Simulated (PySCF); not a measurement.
Radial density of Dy (dysprosium, neutral)

r2SCAN, [Xe] 4f10 5d1 6s1, one real determinant (an excited configuration). Computed with PySCF 2.14 in x2c-TZVPPall with one added diffuse shell each of s, p, d, f type (12s8p8d5f2g, 129 functions), with scalar relativity by spin-free X2C-1e.

| r (bohr) | 4πr²ρ (e/bohr) | 4πr²(ρα − ρβ) |
| --- | --- | --- |
| 0.0253 | 78.06 | 0.0027 |
| 0.0426 | 95.27 | 0.0081 |
| 0.0716 | 116.1 | 0.0104 |
| 0.120 | 88.29 | 0.0870 |
| 0.203 | 101.3 | 0.7815 |
| 0.341 | 45.79 | 3.2609 |
| 0.573 | 51.14 | 4.9259 |
| 0.964 | 17.24 | 2.7516 |
| 1.62 | 7.302 | 0.7900 |
| 2.73 | 1.258 | 0.5248 |
| 4.59 | 0.3839 | 0.3688 |
| 7.71 | 0.05104 | 0.0509 |
| 13.0 | 0.0004845 | 0.0005 |

Densities and radii are taken from the X2C orbitals without a picture-change correction, which distorts them close to the nucleus.

⟨L²⟩ = 40.13 against 72 for a pure L term, so this real determinant mixes terms. Spin-orbit coupling, absent here, splits the open shell strongly.
